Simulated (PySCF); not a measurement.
## Electric field gradients and quadrupole coupling constants

BF2H5P2.
Cartesian coordinates in Å at the PBE0-D3(BJ)/def2-SVP level; atoms count from 1:
```
atom  x, y, z in Å
B1    -1.189    0.727   -0.401
P2    -0.067   -0.346    0.612
F3     0.156    0.155    2.105
F4    -0.634   -1.806    0.886
P5     1.999   -0.830    0.040
H6    -0.571    1.779   -0.461
H7    -2.236    0.765    0.219
H8    -1.225    0.125   -1.463
H9     1.569   -1.132   -1.289
H10    2.250    0.542   -0.269
```

Field gradients from the PBE0/pcSseg-1 density (PySCF, non-relativistic), principal values in atomic units, ordered |Vxx| ≤ |Vyy| ≤ |Vzz|:

```json
{"atom": "B1", "Vxx": "-0.0702", "Vyy": "-0.0946", "Vzz": "0.1648"}
```

Question: Find the asymmetry η = (Vxx − Vyy)/Vzz and the couplings χ = eQV/h (234.96 MHz × Q in barn × V in au), with Q(11B) = 0.04059 b.

Answer: 
```json
{"atom": "B1", "environment": "four-coordinate boron", "nucleus": "11B", "η": "0.15", "χzz (MHz)": "1.572", "χxx (MHz)": "-0.670", "χyy (MHz)": "-0.903"}
```

The tensor is traceless: Vxx + Vyy + Vzz = 0.

Question: What is Vzz at B1 in SI units (1 au = 9.71736 × 10²¹ V/m²)?

Answer: 0.1648 au = 1.602 × 10²¹ V/m².

Question: And the gradient at the other heavy atoms, for which no coupling is worked out here?

Answer: 
```json
{"atom": "P2", "environment": "phosphorus bonded to B, 2 F and P", "Vzz (au)": "-1.832", "η": "0.50"}
{"atom": "F3", "environment": "phosphorus-bound fluorine", "Vzz (au)": "2.001", "η": "0.18"}
{"atom": "F4", "environment": "phosphorus-bound fluorine", "Vzz (au)": "2.005", "η": "0.18"}
{"atom": "P5", "environment": "three-coordinate phosphorus", "Vzz (au)": "-1.111", "η": "0.25"}
```

Question: What couplings would deuterons (Q(2H) = 0.00286 b) have in place of the hydrogens, at this geometry?

Answer: 
| atom | bonded to | bond length (Å) | Vzz (au) | η | χzz (kHz) |
| --- | --- | --- | --- | --- | --- |
| H6 | B1 | 1.221 | 0.1963 | 0.09 | 132 |
| H7 | B1 | 1.218 | 0.1999 | 0.07 | 134 |
| H8 | B1 | 1.222 | 0.1957 | 0.09 | 132 |
| H9 | P5 | 1.429 | 0.1620 | 0.10 | 109 |
| H10 | P5 | 1.429 | 0.1619 | 0.10 | 109 |

Isolated species at its PBE0-D3(BJ)/def2-SVP geometry (one conformer only). With a basis this small, the couplings can be 20 % off.
